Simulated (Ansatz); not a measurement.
Reaction (hydrogenolysis of a B–Si bond): `NB(F)[SiH2]Cl` + H₂ → `NBF` + `[SiH3]Cl`

Calculated with Ansatz (gas phase, PBE0-D4/def2-TZVP geometries, no zero-point term in ΔE). CBS: MP2 limit from def2 TZ/QZ plus the TZ coupled-cluster correction, frozen cores. This one scheme is used for every species. Functionals use def2-TZVPP. B3LYP here is the variant with VWN-RPA as its local correlation; programs differ in this. Each species was taken in one conformer, which may not be the lowest.

CCSD(T)/CBS gives -35.6 kJ/mol.

Problem. Another level gave -34.1 kJ/mol. Which?
A. MP2/def2-TZVPP
B. r2SCAN-D4/def2-TZVPP
C. HF/def2-TZVPP
D. B3LYP-D4/def2-TZVPP

Solution. D. B3LYP-D4 -34.1, MP2/def2-TZVPP -38.2, r2SCAN-D4 -29.8, HF/def2-TZVPP -68.6 kJ/mol.

Largest T1 diagnostic among the species: 0.012.

The D4 term adds +11.4 kJ/mol with B3LYP and +6.3 kJ/mol with PBE0; it sums over pairs of atoms, weighted by their polarisabilities, and B3LYP, whose exchange is more repulsive, gets the larger term. In def2-TZVPP, CCSD(T) changes the Hartree–Fock value by +30.5 kJ/mol (the triples alone add +5.7 kJ/mol) and MP2 by +30.4 kJ/mol. From PBE to PBE0 (25 % exact exchange), in def2-TZVPP and without D4, ΔE moves by −6.9 kJ/mol.
